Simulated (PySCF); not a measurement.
C₇H₆.
Geometry (PBE0-D3(BJ)/def2-SVP, Å), atoms numbered from 1 in this order:
```xyz
13
C7H6 angstrom
C      4.043   -0.059    1.196
C      2.924   -0.179    0.731
C      1.665   -0.314    0.207
C      0.543   -0.433   -0.257
C     -0.777   -0.569   -0.796
C     -1.970   -0.672    0.130
C     -1.769    0.568   -0.671
H      5.029    0.048    1.606
H     -0.830   -1.156   -1.719
H     -2.761   -1.366   -0.162
H     -1.767   -0.633    1.203
H     -2.419    0.752   -1.530
H     -1.427    1.468   -0.155
```

Linear response at B3LYP/def2-SVPD (PySCF, frozen core in the response, non-relativistic).

Static isotropic polarisability: 91.13 au (13.50 Å³), principal values 57.7, 58.9, 156.7 au.

Task: What is the polarisability at 1064 nm and at the sodium D line?

Result: 92.51 au at 1064 nm (+1.5 %), 95.89 au at 589.3 nm (+5.2 %). The rise at 589.3 nm is 3.45 times that at 1064 nm; a pure ω² law gives 3.26. The lowest singlet lies at 283 nm, shorter than both wavelengths.

Task: What is the isotropic C6 coefficient between two such molecules, C6 = (3/π)∫α(iω)² dω?

Result: 2706 au (Eh·bohr⁶) by a ten-point quadrature over imaginary frequencies, which is 1620 eV·Å⁶ or 156 J·nm⁶/mol.

Task: Which effective excitation energy ω̄ makes London's formula C6 = (3/4)α²ω̄ exact here?

Result: ω̄ = 4·C6/(3α²) = 0.434 Eh = 11.8 eV. A one-pole form α(ω) = α/(1 − ω²/ω̄²) fitted to the 1064 nm value gives 9.5 eV.

Task: What n − 1 at the D line would an ideal gas of it have at 273.15 K and 1 atm (2.6868 × 10¹⁹ cm⁻³), by n − 1 = 2π·N·α′?

Result: 23.99 × 10⁻⁴, a formal value whether or not that pressure can be reached.

Task: The lowest 6 singlets have (eV, f): 4.38, 0.000; 4.65, 0.008; 4.79, 0.000; 6.34, 0.004; 6.62, 0.237; 6.70, 0.001. What share of the static polarisability do they carry in the sum over states α = Σ f/ω²?

Result: 4.36 au, 4.8 % of α; the largest term, 4.00 au, is that of the state at 6.62 eV. Their oscillator strengths add up to 0.25. Higher states carry the rest.

Task: What molar refraction at the D line follows from R = (4π/3)·N_A·α′, with α′ the polarisability volume?

Result: α′ = 14.21 Å³ gives R = 35.84 cm³/mol, for isolated, non-vibrating species.

Task: What does −C6/R⁶ come to at R = 12 Å between centres?

Result: -52 J/mol. This is the leading, orientation-averaged term; C8 and higher terms are left out.

Task: How anisotropic is the static polarisability, by Δα² = ½[(α1 − α2)² + (α2 − α3)² + (α3 − α1)²]?

Result: Δα = 98.4 au, or 1.08 of the isotropic value.

Task: How many electrons N does the Slater–Kirkwood formula C6 = (3/4)·√N·α^(3/2) need to give this C6?

Result: N = (4·C6/3)²/α³ = 17.2; the species has 48 electrons in all.
